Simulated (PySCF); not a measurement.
Excitations are Tamm–Dancoff values on a coarser integration grid. The basis has no diffuse functions, so Rydberg states are missing or too high.

Z-matrix (Å, degrees):
```
Si
O 1 1.6538
H 2 0.9578 1 117.61
H 1 1.4840 2 105.46 3 -179.54
H 1 1.4928 4 108.50 2 119.33
Si 1 2.3477 4 110.59 5 118.80
H 6 1.4879 1 111.41 4 56.04
H 6 1.4891 7 108.81 1 121.38
H 6 1.4906 7 108.20 8 117.42
```
Charge 0, spin multiplicity 1.

### Question
What dipole moment, S1 excitation (TDA) and total energy does PBE0-D4/def2-TZVP run with PySCF give?

### Answer

```
Property                   Result
-------------------  ------------
dipole moment              1.21 D
S1 excitation (TDA)       6.06 eV
total energy         -657.5717 Ha
```
